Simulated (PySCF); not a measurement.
CH6ClFSi2, SMILES C[Si@@](F)([SiH3])Cl.

The structure is a stationary point at PBE0-D3(BJ)/def2-SVP. The structure was generated by enumeration; whether it is a known compound was not checked.

Computed with PBE0-D3(BJ)/def2-SVP (PySCF 2.14.0).

Frequencies are harmonic and unscaled.

Estimate the vibrational spectrum. (An estimate is asked for; the answer gives what the named calculation found.)


```csv
mode,ν (cm⁻¹),IR (km/mol),moving atoms (share of kinetic energy)
1,104,0.3,H 88 %
2,108,1.0,"Cl 31 %, Si 30 %, H 25 %, F 10 %"
3,130,1.3,"H 29 %, F 25 %, C 24 %, Si 20 %"
4,155,0.1,H 94 %
5,194,2.7,"C 28 %, H 26 %, Cl 20 %, Si 17 %, F 9 %"
6,235,19.6,"Si 37 %, F 33 %, H 15 %, C 9 %"
7,245,12.7,"F 52 %, Cl 20 %, Si 12 %"
8,418,11.2,"Si 53 %, Cl 16 %, H 15 %, C 9 %"
9,504,27.0,"H 75 %, Si 16 %"
10,509,15.7,"H 78 %, Si 15 %"
11,562,85.5,"Si 52 %, Cl 25 %, H 19 %"
12,730,37.7,"C 34 %, H 29 %, Si 28 %, F 8 %"
13,783,58.8,"H 58 %, C 23 %, Si 14 %"
14,789,178.3,"H 71 %, C 18 %, Si 10 %"
15,868,118.0,"H 76 %, Si 17 %"
16,905,43.8,"Si 36 %, F 35 %, H 27 %"
17,928,55.2,H 95 %
18,933,81.2,"H 86 %, Si 8 %"
19,1265,34.3,"H 77 %, C 23 %"
20,1418,8.7,H 96 %
21,1419,3.9,H 96 %
22,2224,49.8,H 99 %
23,2234,77.8,H 96 %
24,2247,68.6,H 96 %
25,3060,0.1,H 97 %
26,3171,0.2,"H 91 %, C 9 %"
27,3174,0.1,"H 91 %, C 9 %"
```
